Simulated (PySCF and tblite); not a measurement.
3-formyl-1-fluorobenzene, C7H5FO, numbered as in [O:1]=[CH:2][c:3]1[cH:4][cH:5][cH:6][c:7]([F:8])[cH:9]1. Conformers came from 60 starts (ETKDG and KDG, MMFF94s, GFN2-xTB); geometries are GFN2-xTB. Weights use PBE0-D3(BJ)/pcSseg-1 (IEF-PCM, benzene) energies plus GFN2-xTB zero-point and thermal terms (modes under about 100 cm⁻¹ blended into free rotors). Symmetry numbers and mirror images are counted. Conformers within 3 kcal/mol (GFN2-xTB free energy) were kept, 3 at most. GIAO shieldings: PBE0/pcSseg-1 (IEF-PCM, benzene). Couplings: B3LYP/6-31G* with pcJ-1 on H, F (gas phase; spin-dipole term only for pairs with B, N, F, Si or P). H–H couplings come out 0.1 to 0.9 Hz lower than with pcJ-1 on all atoms. Shifts are against TMS (¹H), TMS (¹³C), CFCl3 (¹⁹F) at the same level. Codes: tblite and PySCF.

Torsions listed: O1–C2–C3–C4.

Two conformers hold nearly all the population. I: 0°; δ(C4) = 129.73 ppm. II: 180°; δ(C4) = 136.21 ppm. The average over the ensemble at 298.15 K is 133.58 ppm.

**Question.** What populations and free-energy difference follow from a two-state model?

**Answer.** p(I) = (133.58 − 136.21)/(129.73 − 136.21) = 0.41, so K = p(II)/p(I) = 1.46 and G(II) − G(I) = −RT ln K = -0.23 kcal/mol. The weights computed directly are 40.6 % and 59.4 %.


Conformer gaps in pcSseg-1 on xTB geometries can be 2 kcal/mol off for S=O, P=O and other polar bonds.